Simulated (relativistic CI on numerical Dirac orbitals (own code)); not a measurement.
# What each ingredient does to the levels of Mo XXXII

Base calculation: Dirac-Coulomb-Breit CI, separate exchange-only KLI orbitals for each configuration, model QED (radiative potential, 1s self-energy scaled to tabulated hydrogen-like ionisation energies), unscaled Slater integrals.

CI space (outside the closed core [Ne]): 3s, 3p, 3d, 4s, 4p, 4d, 4f, 5s, 5p, 5d, 5f, 5g, 6s, 6p, 6d, 7s, 7p. Levels of other configurations are missing.

Variants: (1) P86 correlation estimate; (2) Breit term removed. Shifts of the energy above 3s ²S1/2, in eV, for the lowest level and the first level of each name with at least 55 % of one term (blank where a level changes its place among those of its configuration and J or its character, or is not in the variant):

```
    Level     Base   Δ(1)   Δ(2)
 3s ²S1/2     0.00   0.00   0.00
3p ²P°1/2    70.32  +0.14  -0.52
3p ²P°3/2    97.08  +0.14  -0.03
 3d ²D3/2   189.26  -0.20  +0.24
 3d ²D5/2   194.74  -0.20  +0.55
 4s ²S1/2   821.70  -0.28  +0.49
4p ²P°1/2   850.56  -0.25  +0.28
4p ²P°3/2   861.33  -0.25  +0.48
 4d ²D3/2   895.96  -0.39  +0.59
 4d ²D5/2   898.37  -0.39  +0.71
4f ²F°5/2   916.05   0.00  +0.79
4f ²F°7/2   917.03   0.00  +0.80
 5s ²S1/2  1183.83  -0.17  +0.65
5p ²P°1/2  1198.30  -0.15  +0.55
```

At this charge energies of transitions that change n are usually good to better than 1 %, and those within a shell (Δn = 0) to a few per cent.

Ionisation energy from the two ground configurations alone: base 1790.08 eV; Breit term removed 1790.89 eV. The NIST ASD value (semi-empirical) is 1790.93 eV.
